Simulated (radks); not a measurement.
Task: All-electron atom: the chlorine ion Cl9+ in [He] 2s2 2p4. Calculated with a radial shooting solver on a logarithmic mesh with Libxc functionals: scalar-relativistic Kohn-Sham, r2SCAN, spin-polarised, spherical densities, finite nucleus; open shells are filled with parallel spins first; meta-GGA in the generalised Kohn-Sham scheme; Fermi nuclear charge, rms radius 3.3654 fm. Some entries of the table are withheld. Estimate them.

orbital,occ.,eigenvalue (Ry),<r> (bohr),<r^2> (bohr^2)
1s up,1,-224.4354,0.09086,0.01111
1s down,1,-223.9257,0.09063,0.01104
2s up,1,-36.64818,(1),(2)
2s down,1,-35.77301,(3),(4)
2p up,3,-32.53522,0.3720,0.1692
2p down,1,-31.45537,0.3774,0.1746
3s up,0,-12.39606,1.100,1.378
3s down,0,-12.11661,1.121,1.429
3p up,0,-11.25868,1.103,1.402
3p down,0,-10.96315,1.129,1.469

Result: 
(1) 2s up <r> (bohr): 0.4170
(2) 2s up <r^2> (bohr^2): 0.2046
(3) 2s down <r> (bohr): 0.4211
(4) 2s down <r^2> (bohr^2): 0.2088
